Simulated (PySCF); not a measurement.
BI$_{2}$, SMILES `I[B]I` (charge 0, multiplicity 2)

The numbers are results of PBE-D3(BJ)/def2-TZVP (PySCF), not measurements.

```
Quantity                                               Value
-----------------------------  -----------------------------
highest occupied spin orbital                       -4.90 eV
dipole moment                                         0.70 D
total energy                                    -16876.29 eV
cost                           around 4 core-minutes (rough)
```

```xyz
3

I     -1.8901    -0.3063     0.0000
B      0.0000     0.6125     0.0000
I      1.8902    -0.3062     0.0000
```
Charge 0, spin multiplicity 2.
